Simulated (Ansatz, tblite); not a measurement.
Isomers of Au₄F₃ (doublet), found by a short tight-binding search and relaxed with PBE-D4/def2-SVP in Ansatz.

In the def2 sets Au takes a core potential; there is no spin–orbit coupling. The xTB rows come from tblite. Correlated methods freeze 3 core orbitals; core or outer-core shells of Au are correlated, in sets that lack core-valence functions.

A: At HF/def2-TZVP, MP2/def2-TZVP the charge 0 doublet is spin-contaminated (final ⟨S²⟩ up to 0.87, 0.75 for a pure state). D: At HF/def2-TZVP, MP2/def2-TZVP the charge 0 doublet is spin-contaminated (final ⟨S²⟩ up to 0.84, 0.75 for a pure state).

Other spin states weren't relaxed.

A:

| atom | x (Å) | y (Å) | z (Å) |
| --- | --- | --- | --- |
| Au1 | -1.379 | 0.341 | -0.079 |
| Au2 | 1.949 | 0.427 | 0.601 |
| Au3 | 0.483 | -1.402 | -0.661 |
| Au4 | -2.042 | -1.865 | -1.391 |
| F5 | -2.831 | 1.613 | 0.326 |
| F6 | 0.321 | 1.572 | 0.908 |
| F7 | 3.498 | -0.685 | 0.296 |

B:

Cartesian coordinates in Å:
```
Au 0.349 -0.525 1.810
Au -2.040 -0.662 0.434
Au -1.191 0.312 -1.808
Au 1.432 0.719 -1.052
F 2.026 0.220 0.862
F -1.335 -1.235 2.645
F 0.759 1.172 -2.891
```

C:

```tsv
atom	x (Å)	y (Å)	z (Å)
Au1	1.827	1.255	-0.246
Au2	-0.055	-1.341	0.942
Au3	-0.747	0.770	-0.820
Au4	-2.853	-0.777	-0.464
F5	1.809	-0.431	0.957
F6	-1.826	-2.299	0.995
F7	1.844	2.823	-1.364
```

D:

```xyz
7

Au   -0.6338    2.1827   -1.9317
Au    0.0125   -1.4151    1.5128
Au    0.8759   -0.0207   -0.5356
Au   -1.6552    0.8890    0.0901
F     1.4595    1.1424   -2.1583
F    -1.8249   -0.5793    1.7601
F     1.7659   -2.1989    1.2626
```

Estimate which lies lowest at each level, and how far above it the others are (kcal/mol).


```csv
level,A,B,C,D
GFN1-xTB,0.0,9.9,6.5,4.9
GFN2-xTB,0.0,4.3,1.3,2.1
HF/def2-TZVP,28.5,0.0,6.0,13.2
PBE-D4/def2-SVP,7.3,0.0,2.0,3.7
PBE-D4/def2-TZVP,1.7,0.0,1.3,1.3
r2SCAN-D4/def2-TZVP,4.5,0.0,2.1,2.4
PBE0-D4/def2-SVP,12.8,0.0,2.4,5.8
PBE0-D4/def2-TZVP,6.9,0.0,1.6,3.2
r2SCAN0-D4/def2-TZVP,9.3,0.0,2.3,4.3
B2PLYP/def2-TZVP,6.6,0.0,1.1,3.1
RPA@PBE/def2-TZVP,5.8,0.0,1.5,2.9
MP2/def2-TZVP,5.9,0.1,0.0,3.0
```
Point groups (tolerance 0.1 Å): A Cs, B C2v, C Cs, D Cs. Lower isomers may exist. From def2-SVP to def2-TZVP the PBE0 values move by up to 5.9 kcal/mol, so results in the small set are rough.
